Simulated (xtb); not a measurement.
xtb input:

```bash
xtb mol.xyz --gfn 1 --sp --chrg 0 --uhf 0
```
mol.xyz:
```
2

Cl    -0.00000000    -0.00000000    -1.77529694
I      0.00000000     0.00000000     0.56943487
```

Question: Which total energy does the run end on?

Answer: -8.19549 Eh (GFN1-xTB).
